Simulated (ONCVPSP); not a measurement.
**Transferability test, ONCV potential for manganese (Mn)**

ONCVPSP 4.0.1 input, shortened (lines: element, Z, core and valence counts, functional; n l f; lmax; l rc ep ncon nbas qcut; lloc lpopt rc5 dvloc0; l nproj debl; icmod fcfact rcfact), Wu-Cohen, scalar-relativistic:

```
  Mn 25.00    3    5  -118130      upf
    1    0    2.00
    2    0    2.00
    2    1    6.00
    3    0    2.00
    3    1    6.00
    3    2    5.00
    4    0    1.50
    4    1    0.50
    2
    0    1.60    0.00    4    9    8.40
    1    1.30    0.00    4    8   12.50
    2    2.00    0.00    3    8    8.50
    4    5    1.25    6.00
    0    2    0.70
    1    3    0.80
    2    2    0.40
    3    3.75    1.20
```

Energies are relative to the spin-unpolarised reference configuration 3s2 3p6 3d5 4s1.5 4p0.5; without spin polarisation the order of configurations can differ from experiment.

```tsv
valence configuration	charge	ΔE all-electron (eV)	error AE − PS (meV)
3s2 3p6 3d5 4s1 4p0	+1	6.516	+1.0
3s2 3p6 3d5 4s0 4p0	+2	21.995	+10
3s1 3p6 3d5 4s2 4p0	+1	91.385	-659
```

Question: What are ΔE and the potential's error for 3s2 3p6 3d5 4s2 4p0?

Answer: ΔE = -1.931 eV all-electron; the error (AE − PS) is +0.4 meV.
